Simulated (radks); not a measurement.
Effect of the nuclear size on neutral fluorine, [He] 2s2 2p5. Method: Dirac Kohn-Sham, exchange-only LDA, spin-unpolarised, spherical densities, finite nucleus; open shells fill j = l - 1/2 first; Fermi nuclear charge, rms radius 2.8976 fm; computed with a radial shooting solver on a logarithmic mesh with Libxc functionals. The rms radius is varied about that value; shifts are against it.

| rms radius (fm) | total energy shift (eV) | density at nucleus (e/bohr^3) | 1s1/2 shift (meV) |
|---|---|---|---|
| 2.4079 | -0.000219 | 459.3 | -0.089 |
| 2.6194 | -0.000129 | 459 | -0.052 |
| 2.8976 | 0 | 458.8 | 0.000 |
| 3.083 | 0.0000931 | 458.6 | 0.038 |
| 3.4134 | 0.000273 | 458.3 | 0.111 |

Slopes of the eigenvalues against <r^2> in GHz/fm^2, as finite differences over the two radii next to the reference (eigenvalue slopes, not the field-shift constants of lines): 1s1/2 8.25.
